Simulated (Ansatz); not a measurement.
Consider the ligand exchange at the Al–O bond: `[OH][Al]([SH])[SH]` + CH₃OH → `C[O][Al]([SH])[SH]` + H₂O.

Gas-phase electronic energies from Ansatz, PBE0-D4/def2-TZVP geometries. CBS: MP2 limit from def2 TZ/QZ plus the TZ coupled-cluster correction, frozen cores. This one scheme is used for every species. One conformer a species, not always the lowest.

| level | ΔE (eV) |
| --- | --- |
| CCSD(T)/def2-TZVPP | -0.01 |
| HF/def2-QZVPP | 0.02 |

(1) What does CCSD(T)/CBS give? (An estimate is asked.)

Largest T1 diagnostic among the species: 0.012.

Results:

(1) Ansatz gave: -0.02 eV. The listed levels differ from it by 0.01, 0.04 eV.

The D4 term adds −0.05 eV with B3LYP and −0.03 eV with PBE0; it sums over pairs of atoms, weighted by their polarisabilities, and B3LYP, whose exchange is more repulsive, gets the larger term. In def2-TZVPP, CCSD(T) changes the Hartree–Fock value by −0.04 eV (the triples alone add −0.01 eV) and MP2 by −0.04 eV.

B3LYP here is the variant with VWN-RPA as its local correlation; programs differ in this.
